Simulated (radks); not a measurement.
Results of a calculation; reference values are marked as such.
Question: Bi XI, 73 electrons, occupied as [Xe] 4f14 5d5. Code: a radial shooting solver on a logarithmic mesh with Libxc functionals. Model: scalar-relativistic Kohn-Sham, r2SCAN, spin-polarised, spherical densities, finite nucleus; open shells are filled with parallel spins first (spin-orbit coupling, left out, can overturn this in heavy ions); meta-GGA in the generalised Kohn-Sham scheme; Fermi nuclear charge, rms radius 5.5211 fm. Some entries of the table are withheld. Estimate them.

orbital,occ.,eigenvalue (hartree),r(max) (bohr)
1s down,1,-3340.367,0.009660
1s up,1,-3340.366,0.009660
2s up,1,-606.4130,0.05618
2s down,1,-606.3713,0.05618
2p up,3,-519.6838,0.04691
2p down,3,-519.6503,0.04690
3s up,1,-151.4558,0.1583
3s down,1,-151.4487,0.1583
3p up,3,-126.5730,0.1587
3p down,3,-126.5627,0.1587
3d up,5,-101.5061,0.1295
3d down,5,-101.4799,0.1295
4s up,1,-39.69739,0.3556
4s down,1,-39.66508,0.3558
4p up,3,-31.50085,0.3754
4p down,3,-31.47342,0.3756
4d up,5,-22.07958,0.3810
4d down,5,-22.04542,0.3812
5s up,1,(1),0.7676
4f up,7,-11.72084,0.3422
4f down,7,-11.67583,0.3423
5s down,1,(2),0.7628
5p up,3,-9.41919,(3)
5p down,3,-9.17762,(4)
5d up,5,-6.56375,0.9756
5d down,0,-6.28161,0.9666

Answer: 
(1) 5s up eigenvalue (hartree): -11.81327
(2) 5s down eigenvalue (hartree): -11.61368
(3) 5p up r(max) (bohr): 0.8481
(4) 5p down r(max) (bohr): 0.8420
